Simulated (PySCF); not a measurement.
## Shapes and spin states of ClMoN

Level of theory: PBE0/[Mo def2-TZVP with ECP28, N def2-TZVP, Cl def2-TZVP], scalar-relativistic core potentials, density fitting, no spin–orbit coupling, PySCF.

Relaxations began from a few typed shapes and spin states; open shells are unrestricted. The search is not exhaustive: other isomers or separated fragments can lie lower, and high-lying points may rest on an excited occupation.

Problem. Order these stationary points by electronic energy, lowest first, in kJ/mol from the lowest minimum.
A. broken-symmetry Ms = 0 (⟨S²⟩ 1.00) Cs: Mo–Cl 2.304 Å, Mo–N 1.607 Å; Cl–Mo–N 116.2°
B. singlet (closed shell, unstable to spin polarisation) C∞v: Mo–Cl 2.425 Å, Mo–N 1.607 Å; Cl–Mo–N 180.0°
C. singlet (closed shell, unstable to spin polarisation) Cs: Mo–Cl 2.284 Å, Mo–N 1.606 Å; Cl–Mo–N 115.4°
D. triplet C∞v: Mo–Cl 2.420 Å, Mo–N 1.618 Å; Cl–Mo–N 180.0°
E. triplet Cs: Mo–Cl 2.307 Å, Mo–N 1.613 Å; Cl–Mo–N 116.4°

Solution. E (0.0), A (33.7), D (37.3), C (97.5), B (143.4).

Problem. Which of them are minima?

Solution. By energy in kJ/mol, 0.0: minimum; 33.7: minimum; 37.3: saddle point, 2 imaginary modes; 97.5: minimum of the closed-shell surface only; 143.4: saddle point, 2 imaginary modes.

Formally Mo is in oxidation state +4, d2, with 2 unpaired electrons (the high-spin count). The Mulliken spin on Mo is 2.36. The polar-tensor charge on Mo, 1.26, is far below the formal one.

For the lowest minimum: with open d or f shells other occupations or spin states may lie lower.

The electron or spin density has lower symmetry than the nuclear frame for the broken-symmetry Ms = 0 (⟨S²⟩ 1.00) Cs at 33.7 kJ/mol.
